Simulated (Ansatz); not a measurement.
Consider the substitution at a C–S bond: `SC1C[SiH2]1` + H–F → `FC1C[SiH2]1` + H₂S.

Computed with Ansatz on PBE0-D4/def2-TZVP structures; ΔE is electronic, products minus reactants. CCSD(T)/CBS is the MP2 limit (def2-TZVPP, def2-QZVPP) plus CCSD(T) − MP2 in def2-TZVPP, frozen cores. This one scheme is used for every species. Functionals use def2-TZVPP. Each species was taken in one conformer, which may not be the lowest.

Question: Is it downhill or uphill in electronic energy at CCSD(T)/CBS, and by how much? (An estimate is asked.)

Answer: Ansatz gave: Uphill: ΔE = +14.8 kcal/mol.

Question: What do these levels give: revPBE-D4, BHLYP-D4, ωB97X-V, ωB97M-V, r2SCAN, r2SCANh, HF/def2-SVP, MP2/def2-SVP, CCSD(T)/def2-SVP, CCSD/def2-TZVPP, SCS-MP2/def2-QZVPP, HF/CBS(def2)? (An estimate is asked.)

Answer: Computed: revPBE-D4 12.7, BHLYP-D4 11.3, ωB97X-V 10.5, ωB97M-V 11.3, r2SCAN 10.4, r2SCANh 10.9, HF/def2-SVP 5.0, MP2/def2-SVP 12.4, CCSD(T)/def2-SVP 9.0, CCSD/def2-TZVPP 12.5, SCS-MP2/def2-QZVPP 15.5, HF/CBS(def2) 8.2 kcal/mol.

Question: What do rigid-rotor, harmonic-oscillator terms from PBE0-D4/def2-TZVP frequencies (298.15 K, 1 bar) make of the CCSD(T)/CBS value? (Best estimate.)

Answer: Ansatz gave: ΔZPE = -1.2 kcal/mol, ΔH = +13.4 kcal/mol, ΔS = 12 J/(mol·K), ΔG = +12.5 kcal/mol.

Largest T1 diagnostic among the species: 0.012.

Leaving LDA and LC-ωPBE aside and taking each functional with its dispersion term where it has one, the values, not all of them listed here, spread over 4.8 kcal/mol, from CAM-B3LYP-D4 to PBE-QIDH. LDA lies +0.8 kcal/mol from PBE without D4. From PBE to PBE0 (25 % exact exchange), in def2-TZVPP and without D4, ΔE moves by +1.4 kcal/mol.
